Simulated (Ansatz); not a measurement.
A geometry relaxed with B3LYP-D3(BJ)/def2-TZVP (Ansatz, an electronic-structure program), charge 0, multiplicity 1:

```xyz
10

Br     0.2867     2.4262     0.3088
H     -1.2758    -1.1372     0.7942
H     -1.9016    -0.1364    -0.5001
H      0.9960    -1.2728    -0.8188
H     -1.9382     0.4833     1.1427
B      0.0573     0.4986     0.1257
H      1.9880     0.2037    -0.9647
C     -1.3421    -0.1037     0.4451
C      1.2872    -0.3394    -0.3313
H      1.8399    -0.6232     0.5749
```

Q: Write the SMILES of this molecule.

A: `CB(C)Br`
